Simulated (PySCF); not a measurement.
C₆H₆O₃.
Atom-mapped SMILES: `[CH3:1][O:2][c:3]1[cH:4][cH:5][o:6][c:7](=[O:8])[cH:9]1` (hydrogens: H10, H11, H12 on C1; H13 on C4; H14 on C5; H15 on C9)

All values: wB97X-D/def2-SVPD (PySCF, non-relativistic), on one gas-phase PBE0-D3(BJ)/def2-SVP geometry that isn't relaxed in the solvent. The solvent is an IEF-PCM continuum (cavity from Bondi-type radii × 1.2), and excitations are vertical TDDFT with non-equilibrium linear response and a frozen core. The model holds no explicit solvent molecules, cavitation or dispersion.

Gas-phase singlets (H = HOMO, L = LUMO):

| state | E (eV) | λ (nm) | f | leading configuration |
| --- | --- | --- | --- | --- |
| S1 | 4.922 | 252 | 0.112 | H→L 97% |
| S2 | 5.577 | 222 | 0.000 | H-1→L 75% |
| S3 | 6.170 | 201 | 0.013 | H→L+1 50% |
| S4 | 6.670 | 186 | 0.001 | H-1→L+1 68% |
| S5 | 6.837 | 181 | 0.439 | H-2→L 31% |

Q: How does the list change in methanol (ε = 32.61)?

A: 
```tsv
state	E (eV)	λ (nm)	f	leading configuration	change by rank (eV)
S1	4.941	251	0.162	H→L 96%	+0.019
S2	5.974	208	0.000	H-2→L 75%	+0.397
S3	6.105	203	0.013	H-1→L 51%	-0.065
S4	6.618	187	0.835	H→L+1 50%	-0.052
S5	6.903	180	0.000	H→L+2 86%	+0.066
```

Q: How does the list change in acetonitrile (ε = 35.69)?

A: 
```csv
state,E (eV),λ (nm),f,leading configuration,change by rank (eV)
S1,4.939,251,0.163,H→L 96%,+0.017
S2,5.976,207,0.000,H-2→L 75%,+0.399
S3,6.104,203,0.013,H-1→L 51%,-0.066
S4,6.612,188,0.840,H→L+1 50%,-0.058
S5,6.902,180,0.000,H→L+2 86%,+0.065
```

Q: How do the frontier levels move from gas to acetonitrile?

A: 
| orbital | gas (eV) | solvent (eV) | change (eV) | Löwdin shares, gas | Löwdin shares, solvent |
| --- | --- | --- | --- | --- | --- |
| LUMO+2 | 2.03 | 2.25 | +0.22 | C1 26 %, H11 8 %, H10 8 %, H12 8 % | C7 18 %, C5 12 %, C9 10 %, O6 9 % |
| LUMO+1 | 1.81 | 1.75 | -0.06 | C7 22 %, O8 18 %, C4 16 %, C5 12 % | C7 22 %, C4 17 %, O8 17 %, C5 14 % |
| LUMO | 0.37 | 0.43 | +0.06 | C5 20 %, C3 20 %, C9 14 %, O6 12 % | C3 21 %, C5 19 %, C9 12 %, O6 12 % |
| HOMO | -8.72 | -8.76 | -0.04 | C9 24 %, O8 20 %, C4 14 %, C5 13 % | C9 25 %, O8 18 %, C4 14 %, C5 14 % |
| HOMO-1 | -10.03 | -10.02 | +0.01 | O8 69 %, C7 11 %, O6 9 %, C9 6 % | O2 30 %, C4 18 %, O6 12 %, C3 9 % |
| HOMO-2 | -10.21 | -10.49 | -0.28 | O2 29 %, C4 18 %, O6 13 %, C3 10 % | O8 66 %, C7 11 %, O6 10 %, C9 7 % |
| HOMO-3 | -12.24 | -11.98 | +0.26 | O2 26 %, O6 13 %, C1 12 %, C9 9 % | O2 34 %, C1 18 %, C3 8 %, C9 8 % |

The HOMO–LUMO gap goes from 9.09 to 9.19 eV. Rows go by rank; for HOMO-3, HOMO-2, HOMO-1, LUMO+1 and LUMO+2 the atom shares or the degeneracy differ between the runs, so the row needn't follow one orbital.

Conformer computed: `[CH3:1][O:2][c:3]1[cH:4][cH:5][o:6][c:7](=[O:8])[cH:9]1`: C1–O2–C3–C4 180°.
